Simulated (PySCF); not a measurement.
# Spectroscopy problems

[PySCF 2.14: geometry from GFN2-xTB; PBE0/pcSseg-1 with gauge-including orbitals; a single conformation; one averaged value for each set of equivalent atoms; no relativistic terms; isolated molecule]

Chemical shifts δ = σref − σ; TMS for ¹H (σ = 31.72 ppm) and ¹³C (σ = 186.93 ppm), all at this level. Splittings of carbon signals by F and P are missing where no couplings were computed. Where no couplings were computed, multiplicities follow the n + 1 count of equivalent neighbours, and m marks all less simple cases (inequivalent or close neighbours, rings, F or P nearby). Shifts are as computed. Against solution values, carbons near 30 ppm lie about +3 ppm off and those near 130 ppm about +5 ppm. Of 1211 compounds with measured shifts, 218 miss one by over three times the rms of a fit or turn the order of signals round; such compounds aren't used in these exercises.

Task: C$_{6}$H$_{10}$F$_{3}$P. ¹H NMR (400 MHz, computed): δ 3.45 (m, 1H), 2.19 (m, 2H), 1.98 (m, 2H), 1.76 (m, 2H), 1.16 (m, 3H). ¹³C{¹H} NMR (computed): δ 136.5, 39.9, 32.1, 20.7, 11.3. Give a structure.

Result: SMILES CCP1CC(C(F)(F)F)C1. 5 carbon signals for 6 carbons: some carbons are equivalent by symmetry or fast rotation. Carbon types of the structure: 1 × C, 1 × CH, 3 × CH2, 1 × CH3, which accounts for all hydrogens. δC 136.5: CF3 carbon; 3 electronegative neighbours deshield it. δC 39.9: sp3 CH in a ring; aliphatic region, no heteroatom directly attached. δC 32.1, 20.7: sp3 CH2 bonded to P. δC 11.3: methyl carbon; aliphatic region, no heteroatom directly attached.

The shifts were computed for this structure.

Task: C$_{6}$H$_{10}$O$_{2}$. ¹H NMR (300 MHz, computed): δ 5.02 (m, 1H), 2.08 (s, 3H), 1.21 (d, 3H), 0.92 (m, 1H), 0.79 (m, 1H), 0.38 (m, 1H). ¹³C{¹H} NMR (computed): δ 175.7 (C), 54.0 (CH), 23.1 (CH3), 15.3 (CH), 14.4 (CH3), 13.1 (CH2). Give a structure.

Result: `C1[C@@H](OC(C)=O)[C@H]1C`. The formula gives 2 degrees of unsaturation (1 ring in the answer). 6 carbon signals for 6 carbons: no two carbons are equivalent. Carbon types of the structure: 1 × C, 2 × CH, 1 × CH2, 2 × CH3, which accounts for all hydrogens. δC 175.7: ester carbonyl carbon; it is a carbonyl in resonance with an O or N lone pair, the region of acids, esters and amides. δC 23.1: methyl carbon α to a carbonyl; the adjacent C=O deshields it moderately. δH 5.02, 0.92, 0.79, 0.38: hydrogen on a three-membered-ring carbon. δH 2.08: hydrogen on a methyl carbon α to a carbonyl; α to C=O.

The data come from this structure; uniqueness wasn't tested.
